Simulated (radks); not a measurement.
Ge, configuration [Ar] 3d10 4s2 4p2. All-electron calculation, scalar-relativistic Kohn-Sham, PBE, spin-polarised, spherical densities, point nucleus; open shells are filled with parallel spins first. Program: a radial shooting solver on a logarithmic mesh with Libxc functionals.

Radial electron density D(r) = 4 pi r^2 rho(r):

r (bohr)  D(r) (e/bohr)   spin D(r)
0.007267          10.31   -0.000223
0.009615          15.30   -0.000284
0.01272           21.63   -0.000276
0.01683           28.74  -0.0000281
0.02227           35.21    0.000839
0.02947           39.00     0.00306
0.03899           38.51     0.00783
0.05159           34.62      0.0164
0.06772           31.76      0.0282
0.0896            34.68      0.0397
0.1186            42.45      0.0398
0.1569            45.57      0.0192
0.2075            37.04    -0.00979
0.2746            25.20    -0.00566
0.3634            23.60      0.0481
0.4808            28.42      0.0808
0.6361            25.69      0.0257
0.8417            15.37     -0.0143
1.114             6.857       0.137
1.473             3.350       0.474
1.934             2.281       0.763
2.559             1.489       0.763
3.386            0.7174       0.481
4.48             0.2356       0.192
5.928           0.05161      0.0477
7.843          0.006662     0.00652
10.38         0.0003954    0.000394

D(r) has 3 maxima, at r = 0.0330, 0.148, 0.517 bohr, and minima at 0.0694, 0.325 bohr, inside which lie 2.08, 10.94 electrons.
